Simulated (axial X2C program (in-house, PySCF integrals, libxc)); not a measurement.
## Low determinants of TaO⁺ at the PBE0 level, two-component

All values were computed with an in-house all-electron X2C program for linear molecules (integrals from PySCF). Two-component (2c) means X2C with spin–orbit coupling and atomic mean-field two-electron Coulomb and Gaunt terms. Basis: Ta dyall-cv3z [13s14p9d7f4g], O dyall-av3z [7s6p3d2f] (cores contracted in-house); Gaussian nuclei, density fitting, unrestricted open shells. Masses: Ta 180.948 u, O 15.995 u.

Search at 1.657 Å (vertical energies from the lowest determinant):

| ΔE (eV) | state | electrons beyond evenly filled partner blocks | electrons in ±ω = 1/2, 3/2, 5/2, 7/2 |
| --- | --- | --- | --- |
| 0.00 | Ω = 1 | ω = -1/2, ω = 3/2 | 47 23 8 2 |
| 0.48 | Ω = 3 | ω = 1/2, ω = 5/2 | 47 22 9 2 |
| 0.73 | Ω = 2 | ω = 1/2, ω = 3/2 | 47 23 8 2 |
| 0.94 | Ω = 1 | ω = -3/2, ω = 5/2 | 46 23 9 2 |
| 1.07 | Ω = 0 | none | 48 22 8 2 |
| 1.25 | Ω = 2 | ω = -1/2, ω = 5/2 | 47 22 9 2 |
| 1.39 | Ω = 0 | none | 46 24 8 2 |

Lowest determinant, Ω = 1 (⟨Sz⟩ = -1.00, ⟨Lz⟩ = 2.00 at PBE0): Re = 1.653 Å, ωe = 1112.2 cm⁻¹.

The determinant in row 2 of the search, Ω = 3 (⟨Sz⟩ = 1.00, ⟨Lz⟩ = 2.00 at PBE0), was followed along the bond at PBE0; measured from the minimum of the lowest determinant it gives:

Te = 0.484 eV (3902 cm⁻¹), Re = 1.652 Å, ωe = 1115.2 cm⁻¹.

(1) Compare the bond of the determinant in row 2 with that of the lowest one.

The search compares states at one distance, so a state with another bond length can lie lower; it is not exhaustive and yields mostly the lowest determinant of each block pattern, so other components and higher states of one pattern are missing. These are energies of single determinants, not of spin-adapted states; PBE0 term energies can be off by some tenths of an eV, and the functional has no current term. Open-shell Ω = 0 determinants with evenly filled partner blocks cannot be reached by this program, so the Ω shown need not be the lowest component. The lowest determinant need not be the ground state where others lie within half an eV.

Results:

(1) At PBE0 its Re is 0.001 Å shorter and its force constant, which goes as ωe², is 1.01 times that of the lowest determinant. T0 ≈ Te + Δωe/2 = 3902 + (2) = 3904 cm⁻¹.
